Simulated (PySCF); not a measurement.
Structure problem from calculated spectra and properties.

Formula: C5H12Si2.

* Valence photoelectron: vertical ionisation energy: 8.89 eV [ΔSCF B3LYP/def2-SVPD]
* Rotational structure: rotational constants A, B, C: 2.481, 0.938, 0.838 GHz [PBE0-D3(BJ)/def2-SVP]
* 1H NMR: chemical shifts (computed TMS as zero) by class: 7.15 (1 H), 7.05 (1 H), 5.94 (1 H), 5.18 (1 H), 5.04 (1 H), 4.30 (2 H), 4.17 (3 H), 1.80 (2 H) ppm [GIAO B3LYP/pcSseg-1]
* 13C NMR: chemical shifts (computed TMS as zero) by class: 158.5 (1 C), 153.8 (1 C), 144.2 (1 C), 120.3 (1 C), 23.6 (1 C) ppm [GIAO B3LYP/pcSseg-1]
* Dipole: 0.44 D [B3LYP/def2-SVPD]
* NMR, other nuclei: isotropic shieldings of nuclei other than C and H, by class: 386 (1 Si), 418 (1 Si) ppm [GIAO B3LYP/pcSseg-1]
* Triplet: lowest triplet excitation (Tamm–Dancoff): 3.91 eV [TDA B3LYP/def2-SVPD]

The electronic properties come from PySCF, for the isolated species, density fitting. Levels stand in brackets. The structure is a single PBE0-D3(BJ)/def2-SVP conformer in the gas phase; no vibrational or solvent corrections. Each NMR value is the plain mean over a class of atoms that symmetry, rotation or inversion makes alike.

Task: Propose a structure and show how it fits.

Result: Numbering: `[CH2:1]=[CH:2][CH2:3][SiH2:4]/[CH:5]=[CH:6]\[SiH3:7]`. Its formula, C5H12Si2, gives 2 degrees of unsaturation: 0 rings and 2 π bonds in the structure found. 5 carbons fall into 5 classes; from least to most shielded: alkene CH carbon [C5] (158.5 ppm), alkene CH carbon [C6] (153.8 ppm), alkene CH carbon [C2] (144.2 ppm), terminal =CH2 carbon [C1] (120.3 ppm), sp3 carbon bound to silicon [C3] (23.6 ppm). Hydrogen classes from least to most shielded: 1 H on an alkene CH carbon, C5 (7.15 ppm), 1 H on an alkene CH carbon, C6 (7.05 ppm), 1 H on an alkene CH carbon, C2 (5.94 ppm), 1 H on a terminal =CH2 carbon, C1 (5.18 ppm), 1 H on a terminal =CH2 carbon, C1 (5.04 ppm), 2 H on an SiH2 silicon, Si4 (4.30 ppm, a mean of values up to 0.6 ppm apart in this geometry), 3 H on an SiH3 silicon, Si7 (4.17 ppm), 2 H on an sp3 carbon bound to silicon, C3 (1.80 ppm). The other shieldings belong to: 386 ppm, SiH2 silicon [Si4]; 418 ppm, SiH3 silicon [Si7]. The first electron is taken from the HOMO, whose largest Löwdin shares are 0.34 on the terminal =CH2 carbon, 0.28 on an alkene CH carbon, 0.13 on the sp3 carbon bound to silicon and 0.07 on the SiH2 silicon. The optimised geometry has point group C1 and is an asymmetric top. Structure: `C=CC[SiH2]/C=C\[SiH3]`. Computed isomers that give other values at the same levels: `[SiH3]C[SiH]1CC=CC1` (rotational constant A: 4.000 GHz; this holds for the one conformer computed). The assignments are read from this structure; whether some other isomer fits the data as well wasn't checked.

Conformer computed: `[CH2:1]=[CH:2][CH2:3][SiH2:4]/[CH:5]=[CH:6]\[SiH3:7]`: C1–C2–C3–Si4 105°, C2–C3–Si4–C5 49°, C3–Si4–C5–C6 59°.
